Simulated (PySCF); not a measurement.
# `FC(F)(F)[C@@H]1CC[NH2+]C1`, [C5H9F3N]+, charge +1

Geometry:
```csv
atom,x (Å),y (Å),z (Å)
F1,1.209,-1.665,0.560
C2,1.832,-0.532,0.150
F3,2.616,-0.132,1.136
F4,2.585,-0.872,-0.892
C5,0.781,0.519,-0.233
C6,-0.106,0.866,0.983
C7,-1.503,0.344,0.627
N8,-1.253,-0.671,-0.429
C9,-0.184,-0.071,-1.267
H10,1.322,1.383,-0.624
H11,0.278,0.389,1.884
H12,-0.125,1.937,1.166
H13,-2.121,1.138,0.206
H14,-2.020,-0.094,1.480
H15,-0.897,-1.535,0.003
H16,-2.095,-0.905,-0.965
H17,0.286,-0.813,-1.915
H18,-0.615,0.720,-1.883
```

Total charge +1.

The calculation used GIAO B97-2/pcSseg-1 magnetisability, rotational g tensor and spin-rotation constants, non-relativistic, gas phase in PySCF. Geometry: GFN2-xTB.

For an ion the centre-of-mass motion in the field is neglected.

Give the nuclear spin-rotation constants along the inertial axes (H = +C I·J) beside the isotropic shieldings.

Rotational constants 2.8816, 1.2875, 1.1551 GHz. A star marks the isotopologue with that one atom substituted, in its own axes.
```tsv
atom	isotope	Caa (kHz)	Cbb (kHz)	Ccc (kHz)	mean (kHz)	σ (ppm)
F1	19F	4.338	1.462	0.930	2.243	268.1
F3	19F	3.505	1.534	1.398	2.146	258.2
F4	19F	3.501	1.417	1.489	2.135	259.0
N8	14N	0.166	0.067	0.069	0.101	191.7
H10	1H	-0.315	-0.167	0.019	-0.154	28.3
H11	1H	-0.265	-0.095	-0.073	-0.144	28.9
H12	1H	-0.336	-0.076	-0.058	-0.157	28.8
H13	1H	-0.134	-0.160	-0.064	-0.119	28.2
H14	1H	-0.303	-0.119	-0.021	-0.148	27.6
H15	1H	-0.244	-0.157	-0.032	-0.144	26.2
H16	1H	-0.128	-0.098	-0.145	-0.124	26.8
H17	1H	-0.230	-0.017	-0.142	-0.130	27.5
H18	1H	-0.221	-0.157	-0.034	-0.137	28.2
C2	13C*	0.888	0.396	0.357	0.547	52.7
C5	13C*	0.485	0.222	0.226	0.311	141.0
C6	13C*	0.398	0.182	0.193	0.258	160.7
C7	13C*	0.557	0.185	0.256	0.333	134.7
C9	13C*	0.558	0.246	0.213	0.339	132.8
```
For the geometry as given, no vibrational averaging.
